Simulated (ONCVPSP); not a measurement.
# What the settings do to the ONCV potential of Pt

Base potential:

platinum, optimised norm-conserving Vanderbilt (ONCV), made with ONCVPSP 4.0.1 (revPBE, fully relativistic). Core [Kr] 4d10 4f14, reference 5s2 5p6 5d9 6s1. Waves: 5s+6s: rc 1.50 bohr, ncon 4, nbas 9, qcut 6.7 1/bohr, 2 projectors; 5p: rc 1.20 bohr, ncon 4, nbas 9, qcut 7.2 1/bohr, 2 projectors, debl 1.1 Ha; 5d: rc 2.10 bohr, ncon 4, nbas 9, qcut 5.9 1/bohr, 2 projectors, debl 0.6 Ha. Local part: polynomial inside 0.95 bohr (lpopt 5, dvloc0 0 Ha). Core correction: Teter function, fcfact 2, rcfact 1.6.

Open shells are filled in proportion to 2j + 1.

In the p channel the program set the typed energies aside and used -1.907, 0.250 Ha (j = l + 1/2; the other j can differ).

Cutoffs, loose and tight: the cutoffs (Ha) at which the residual kinetic energy of the hardest occupied pseudo-wave falls to 1 and 0.1 mHa per electron. They do not see the model core or the augmentation charge, which bear on the density cutoff. Test errors are all-electron minus pseudo excitation energies from the reference, over the configurations 5s2 5p6 5d9 6s0; 5s2 5p6 5d8 6s0; 5s2 5p6 5d7 6s0; 5s2 5p5 5d9 6s1. A dash means not determined; rows that change the core or the reference have their own tests. The largest error is taken over the tests solved by every variant that gives reliable tests at all: 5s2 5p5 5d9 6s1; 5s2 5p6 5d8 6s0; 5s2 5p6 5d9 6s0.

A true bound ghost makes a file unfit for plane-wave use even where its test errors are small: the radial tests pick states by their node count and pass the ghost by.

```csv
change,outcome,"cutoff, loose","cutoff, tight",bound ghosts,GHOST(+) flags above zero,largest test error (meV)
base,"generated, projector energies reset by the program",102 Ha,187 Ha,none,"s, d5/2, p1/2",-87
"local potential polynomial inside 0.95 bohr (lpopt 5, dvloc0 -2 Ha)","generated, projector energies reset by the program",102 Ha,187 Ha,s,"p3/2, d5/2, p1/2, d3/2",-91
"local potential polynomial inside 0.95 bohr (lpopt 5, dvloc0 -1 Ha)","generated, projector energies reset by the program",102 Ha,187 Ha,none,"s, d5/2, p1/2",-53
"local potential polynomial inside 0.95 bohr (lpopt 5, dvloc0 0.5 Ha)","generated, projector energies reset by the program",102 Ha,187 Ha,none,"s, p3/2, d5/2, p1/2",-88
"local potential polynomial inside 0.95 bohr (lpopt 5, dvloc0 2.5 Ha)","generated, projector energies reset by the program",102 Ha,187 Ha,none,"s, p3/2, d5/2",-89
"local potential polynomial inside 0.95 bohr (lpopt 5, dvloc0 3.5 Ha)","generated, projector energies reset by the program",102 Ha,187 Ha,none,"s, p3/2",-89
"local potential polynomial inside 0.95 bohr (lpopt 5, dvloc0 5 Ha)","generated, projector energies reset by the program",102 Ha,187 Ha,none,"s, p3/2",-89
"local potential polynomial inside 0.95 bohr (lpopt 5, dvloc0 6.5 Ha)","generated, projector energies reset by the program",102 Ha,187 Ha,none,"s, p3/2",-89
"local potential polynomial inside 0.95 bohr (lpopt 5, dvloc0 7.5 Ha)","generated, projector energies reset by the program",102 Ha,187 Ha,none,s,-89
"local potential polynomial inside 0.95 bohr (lpopt 5, dvloc0 9.5 Ha)","generated, projector energies reset by the program",102 Ha,187 Ha,none,s,-89
```

Reading the sweep of the dvloc0 (base included, trends over the rows without a ghost): The loose cutoff stays near 102 Ha. The median size of the test errors (rows with all tests solved) stays near 7.3 meV. Bound ghosts are found at -2 Ha.
